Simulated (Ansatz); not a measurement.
A run of Ansatz (development build ahead of 0.2.0) on doublet Cu(2+) at this shape:

A single Cu atom.

Its results:

| Property | Result |
| --- | --- |
| Converged | yes |
| Total energy | -1638.97528 hartree |
| Spin squared of the determinant | 0.750 |
| Stability test | minimum among restricted orbitals |

Forces (eV/Å):
```json
{"atom": "Cu1", "Fx": "0.000", "Fy": "0.000", "Fz": "0.000"}
```

Question: Which input gives this output? Name the method, the orbitals and the basis set, and write the input.

Answer: PBE0 (restricted open-shell) in def2-SVP.

```yaml
crystal:
  periodic: [false, false, false]
  atoms:
    - { symbol: Cu, position_ang: [0.0, 0.0, 0.0] }
basis:
  gaussian: { orbitals: def2-SVP }
total_charge: 2
magnetization:
  initial_magnetization: 1
hamiltonian:
  xc: pbe0
output:
  forces: true
```
